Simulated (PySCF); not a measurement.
Gas-phase reaction: 2 InH₂Cl + 2 InCl₂ ⇌ InH + 3 InHCl₂

Method: PySCF energies plus ideal-gas RRHO corrections (1 bar). † marks an energy on the PBE0/def2-TZVP geometry and frequencies; other levels use their own. CCSD(T) freezes the core. Open shells (unrestricted): InCl₂ (multiplicity 2); the rest are closed-shell singlets. B3LYP is the form with VWN-RPA correlation. In: scalar-relativistic def2 core potential, no spin-orbit coupling. InH₂Cl, InCl₂, InH, InHCl₂: computed as isolated molecules; such fragments, hydroxides, amides, oligomers or adducts are transient or little studied in the gas. CCSD(T) isn't extrapolated to the basis-set limit; its ΔH°(298 K) is -115.0 kJ in def2-SVP and -114.0 kJ in def2-TZVPP. The harmonic model lacks anharmonicity and excited electronic states, which grow with temperature; levels with a mode under 35 cm⁻¹ are left out. Soft modes under 120 cm⁻¹ make the harmonic entropy rough for InCl₂, InHCl₂.

```tsv
level	ΔE electronic, kJ	ΔH°(298 K), kJ	ΔS°(298 K), J/K	ΔG°(1200 K), kJ
B3LYP/def2-TZVP†	-86	-88	-32	-54
CCSD(T)/def2-SVP†	-113	-115	-32	-81
CCSD(T)/def2-TZVPP†	-112	-114	-32	-80
HF/def2-TZVP†	-59	-61	-32	-27
M06-2X/def2-TZVP†	-85	-87	-32	-53
PBE/def2-SVP	-78	-80	-34	-45
PBE0/def2-SVP†	-85	-88	-32	-54
ωB97M-V/def2-TZVP†	-106	-108	-32	-74
ωB97X-V/def2-TZVP†	-108	-110	-32	-76
```
ΔH° is lowest at CCSD(T)/def2-SVP† and highest at HF/def2-TZVP†. No reference value is set beside these.
